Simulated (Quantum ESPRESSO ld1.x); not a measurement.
Question: The table gives one normalised radial function P(r) = r R(r) of Sr+ in [Kr] 4d1 (r in bohr). All-electron calculation, scalar-relativistic Kohn-Sham, PBE, spin-unpolarised, spherical densities, point nucleus. Program: ld1.x of Quantum ESPRESSO 7.5.

| r | P |
|---|---|
| 0.002034 | 0.0478 |
| 0.002719 | 0.0615 |
| 0.003597 | 0.0777 |
| 0.004807 | 0.0977 |
| 0.006425 | 0.1206 |
| 0.008586 | 0.1454 |
| 0.01136 | 0.1684 |
| 0.01518 | 0.1864 |
| 0.02029 | 0.1906 |
| 0.02685 | 0.1715 |
| 0.03588 | 0.1160 |
| 0.04795 | 0.0171 |
| 0.06344 | -0.1130 |
| 0.08479 | -0.2497 |
| 0.1133 | -0.3217 |
| 0.1514 | -0.2492 |
| 0.2004 | -0.0124 |
| 0.2678 | 0.3153 |
| 0.3579 | 0.5071 |
| 0.4735 | 0.3618 |
| 0.6328 | -0.1277 |
| 0.8457 | -0.6887 |
| 1.119 | -0.9736 |
| 1.495 | -0.8679 |
| 1.999 | -0.5208 |
| 2.671 | -0.2086 |
| 3.534 | -0.0557 |
| 4.723 | -0.0081 |
| 6.312 | -0.0006 |
| 8.351 | 0.0000 |
| 11.16 | 0.0000 |

Which n and l does it have? It may be an empty orbital.

Answer: n = 4, l = 0: the number of nodes gives n - l - 1 = 3, the rise at small r (about r^(l+1), flatter next to the nucleus through relativity) gives l, and the extent must fit the shell. The curve is that of 4s. 4s: eigenvalue -45.177 eV, 3 radial nodes at r = 0.0499, 0.203, 0.593 bohr, <r> = 1.36 bohr, 90 % of the charge inside 2.00 bohr.
